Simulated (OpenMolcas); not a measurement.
**Ga: the spin-orbit constant, worked from levels**

- Program: OpenMolcas 26.06
- Basis: ANO-R3 [7s6p5d4f2g]
- Scalar Hamiltonian: X2C, finite nucleus
- Active space: 1 electron in 9 orbitals (RAS2 4p; RAS3 4d 5s, at most 1 electron)
- State averaging: 2S+1 = 2 odd, 3 roots; 2S+1 = 2 even, 1 root
- Spin-orbit coupling: state interaction with AMFI integrals over the reference wave functions, term energies averaged over their components

Methods: RASSCF; SS-RASPT2, IPEA 0.25 Eh, imaginary shift 0.1 Eh (closed shells correlated: 3d 4s). Measured levels: NIST Handbook of Basic Atomic Spectroscopic Data.

**The spin-orbit constant.** For the Hund term ²P° of p1, E(J) = (A/2) J(J+1) + constant and ζ = 2S·A = A. From J = 1/2 to J = 3/2 the energy changes by 1.5 A.

| Source | E(3/2) - E(1/2) | A | ζ |
| --- | --- | --- | --- |
| RASSCF | 705.5 | 470.3 | 470 |
| SS-RASPT2 | 705.5 | 470.3 | 470 |
| measured | 826.2 | 550.8 | 551 |

All in cm-1. SS-RASPT2 is off by -14.6 % and RASSCF by -14.6 %. Both methods take the spin-orbit matrix elements from the reference wave functions, so the second can move ζ only through the term energies and any multistate remixing.

No level of 4s² 4d was computed, though it lies in the active space. With one active electron the reference holds no correlation, so core polarisation is missing (holds for RASSCF). With one active electron, CASPT2 adds the correlation within the correlated inactive shells and between them and that electron, and leaves the splitting within a term as the reference gives it (holds for SS-RASPT2). Measured partners are found by configuration, term and J. A level has none where our copy of the source lacks it or the pairing is in doubt (some pairs that miss far off the trend of their configuration count as doubtful), and it then counts in no deviation. Levels of configurations outside the active space are missing.

° marks odd parity.
